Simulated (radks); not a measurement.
The numbers below are computed, except where a source is named.
Coulomb parameter of the 3d shell of the manganese ion Mn2+ in the model configuration [Ar] 3d4 4p1, as a second difference U = [E(n + 0.5) + E(n - 0.5) - 2 E(n)] / (0.5)^2 with all orbitals relaxed. "Bare": the charge of the atom changes with n. "Screened": the 4p shell takes up the change at fixed total charge, which measures U(3d,3d) + U(4p,4p) - 2 U(3d,4p). Code: a radial shooting solver on a logarithmic mesh with Libxc functionals. Model: scalar-relativistic Kohn-Sham, PBE, spin-unpolarised, spherical densities, finite nucleus; Fermi nuclear charge, rms radius 3.7057 fm.

case              configuration  E - E(n) (eV)
start              [Ar] 3d4 4p1          0.000
bare +0.5        [Ar] 3d4.5 4p1        -13.670
bare -0.5        [Ar] 3d3.5 4p1         17.844
screened +0.5  [Ar] 3d4.5 4p0.5         -6.943
screened -0.5  [Ar] 3d3.5 4p1.5          8.242

U(bare) = 16.695 eV, U(screened by 4p) = 5.196 eV, against the Slater integral F0(3d,3d) = 23.642 eV with frozen orbitals.
